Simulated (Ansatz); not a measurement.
`CBB(C)F` and `CBBC` differ in one atom or group.

Ansatz, PBE0-D4/def2-TZVP geometries, multiplicity 1. Each molecule was computed in one conformer, which needn't be the lowest.

| property | `CBB(C)F` |
| --- | --- |
| HOMO energy (ωB97M-V/def2-TZVPP) / eV | -9.85 |
| size of the dipole moment (B3LYP/def2-TZVPP) / D | 1.53 |
| HOMO–LUMO gap (PBE0/def2-TZVPP) / eV | 6.29 |
| LUMO energy (ωB97M-V/def2-TZVPP) / eV | 0.66 |
| LUMO energy (B3LYP/def2-TZVPP) / eV | -1.51 |
| HOMO–LUMO gap (ωB97M-V/def2-TZVPP) / eV | 10.51 |

Give the same properties after the change, and the shifts. (Estimate.)

Ansatz gave: 
```json
{"property": "HOMO energy (ωB97M-V/def2-TZVPP) / eV", "`CBBC`": "-9.80", "shift": "0.05"}
{"property": "size of the dipole moment (B3LYP/def2-TZVPP) / D", "`CBBC`": "0.71", "shift": "-0.82"}
{"property": "HOMO–LUMO gap (PBE0/def2-TZVPP) / eV", "`CBBC`": "6.59", "shift": "0.30"}
{"property": "LUMO energy (ωB97M-V/def2-TZVPP) / eV", "`CBBC`": "0.94", "shift": "0.28"}
{"property": "LUMO energy (B3LYP/def2-TZVPP) / eV", "`CBBC`": "-1.16", "shift": "0.35"}
{"property": "HOMO–LUMO gap (ωB97M-V/def2-TZVPP) / eV", "`CBBC`": "10.75", "shift": "0.24"}
```

With PBE0 the HOMO rises by 0.06 eV and the LUMO rises by 0.35 eV, so the gap widens by about 0.29 eV. PBE moves the HOMO by -0.03 eV and ωB97M-V by 0.05 eV. Dipoles are sizes alone; their direction can turn.

B3LYP here is the variant with VWN-RPA as its local correlation; programs differ in this.
